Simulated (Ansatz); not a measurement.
Cost and result up the ladder for Li₃Si₆ (9 atoms). Charge 0, multiplicity 2. Geometry: PBE0-D4/def2-SVP.

Cartesian coordinates in Å:
```
Li -2.356 0.571 0.726
Li 1.729 2.139 1.254
Li -0.931 -1.135 2.731
Si -0.932 -1.795 0.327
Si 1.302 1.261 -0.953
Si -0.972 0.123 -1.248
Si 0.371 0.130 1.011
Si 0.741 0.031 -2.904
Si 1.046 -1.325 -0.945
```

Ansatz on 4 threads of AMD EPYC 9R45 on a shared host. Times are rough, and most runs start from the orbitals of an earlier one. r2SCAN0-D4/def2-TZVP serves as the yardstick here, not as an exact answer. Differences are given only for rows in sets of like size (and for xTB, whose basis is part of the method), since another set adds its own error. Binding counts from free atoms at the same level (Li doublet, Si triplet; other spins of the atoms weren't run), without zero-point energy or a counterpoise term.

Correlated methods freeze 30 core orbitals; core or outer-core shells of Li are correlated, in sets that lack core-valence functions. The rows differ in basis, and correlated rows in double-zeta sets carry the largest basis error. Another isomer (doublet) lies 0.40 eV lower at PBE0-D4/def2-TZVP; other spin states weren't run for this one.

Correlated methods converge slowly with the basis, most of all in double-zeta sets.

| level | functions | binding energy per atom (eV) | difference from r2SCAN0-D4/def2-TZVP (eV) |
| --- | --- | --- | --- |
| PBE-D4/def2-SVP | 135 | 2.99 | – |
| r2SCAN-D4/def2-TZVP | 264 | 2.93 | 0.08 |
| PBE0-D4/def2-SVP | 135 | 2.89 | – |
| r2SCAN0-D4/def2-TZVP | 264 | 2.86 | 0.00 |
| HF/STO-3G | 69 | 2.66 | – |
| PBE-D4/def2-TZVP (with forces) | 264 | 2.99 | 0.14 |
| r2SCANh-D4/def2-TZVP | 264 | 2.90 | 0.05 |
| BLYP-D4/def2-TZVP | 264 | 2.71 | -0.14 |
| MP2/def2-TZVP | 264 | 2.87 | 0.02 |
| PBE0-D4/def2-TZVP | 264 | 2.91 | 0.05 |
| CCSD(T)/def2-SVP | 135 | 2.46 | – |

Q: Estimate how long each takes.

A: HF/STO-3G 0.4 s; PBE-D4/def2-SVP 1.8 s; PBE0-D4/def2-SVP 3.1 s; BLYP-D4/def2-TZVP 3.2 s; PBE-D4/def2-TZVP (with forces) 3.6 s; MP2/def2-TZVP 6.5 s; r2SCAN-D4/def2-TZVP 8 s; PBE0-D4/def2-TZVP 9 s; r2SCANh-D4/def2-TZVP 13 s; r2SCAN0-D4/def2-TZVP 14 s; CCSD(T)/def2-SVP 15 s. On shared hardware such times vary by a factor of up to 3.
